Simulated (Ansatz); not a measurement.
F2GeH2 (`[F][GeH2][F]`), relaxed with RKS PBE0-D4/def2-TZVP in the Gaussian-basis code of Ansatz from a PBE-D4/def2-SVP geometry. The force threshold is 0.005 eV/Å; the program also tests the step.

Total charge 0; spin multiplicity 1.

Start:

```xyz
5

F    -0.433   -1.570    0.424
Ge    0.105    0.032   -0.023
F    -1.338    1.018   -0.035
H     0.643   -0.035   -1.468
H     1.024    0.554    1.103
```

```json
{"step": "1", "energy (eV)": "-61976.5838", "largest force (eV/Å)": "0.646", "largest move (Å)": "0.000"}
{"step": "2", "energy (eV)": "-61976.6027", "largest force (eV/Å)": "0.302", "largest move (Å)": "0.016"}
{"step": "3", "energy (eV)": "-61976.6060", "largest force (eV/Å)": "0.015", "largest move (Å)": "0.010"}
{"step": "4", "energy (eV)": "-61976.6061", "largest force (eV/Å)": "0.006", "largest move (Å)": "0.004"}
{"step": "5", "energy (eV)": "-61976.6061", "largest force (eV/Å)": "0.001", "largest move (Å)": "0.002"}
```

End:

```xyz
5

F    -0.432   -1.546    0.418
Ge    0.104    0.032   -0.023
F    -1.323    1.000   -0.033
H     0.637   -0.035   -1.453
H     1.014    0.548    1.091
```

It took 9 s on 2 threads of a server CPU on a shared host, with 0.22 GiB of host memory at the peak.
